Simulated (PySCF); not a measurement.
Does the answer move with the share of exact exchange?

Compound: CH₅BF₂Si.
InChI=1S/CH5BF2Si/c3-2(4)1-5/h1H2,5H3

Torsions of this conformer, `[F:1][B:2]([F:3])[CH2:4][SiH3:5]`: F1–B2–C4–Si5 -87°.

PySCF, pcSseg-2 basis, density fitting, gas phase, PBE0-D3(BJ)/def2-SVP geometry. One functional is left out:

```tsv
functional	exact exchange (%)	HOMO energy (eV)	LUMO energy (eV)	dipole moment (D)
B97-D	0	-8.10	-0.88	1.677
BLYP	0	-8.00	-0.96	1.691
BP86	0	-8.20	-1.11	1.676
LDA	0	-8.20	-1.36	1.761
OPBE	0	-8.07	-0.85	1.655
PBE	0	-8.10	-1.07	1.686
B3LYP	20	-9.27	-0.36	1.778
B97-2	21	-9.23	-0.09	1.768
mPW1PW91	25	-9.52	-0.11	1.784
BHandHLYP	50	-10.77	0.68	1.879
```

Problem. Predict the row of PBE0 (25 % exact exchange) by straight lines through the other rows, and check it.

Solution. 
| property | line | computed | computed − line | mPW1PW91 (25 %), for comparison |
| --- | --- | --- | --- | --- |
| HOMO energy (eV) | -9.47 | -9.49 | -0.02 | -9.52 |
| LUMO energy (eV) | -0.14 | -0.10 | +0.04 | -0.11 |
| dipole moment (D) | 1.786 | 1.787 | +0.001 | 1.784 |

Problem. Which of these properties follows the share of exact exchange most closely, and which least?

Solution. Most closely the HOMO energy, least the dipole moment; the correlations over the tabulated rows are HOMO energy -0.997, LUMO energy 0.968, dipole moment 0.920. The HOMO energy moves by -0.539 eV for every 10 %. Functionals with the same share still differ in their other parts: at 0 % BLYP and BP86 differ by 0.20 eV in it.
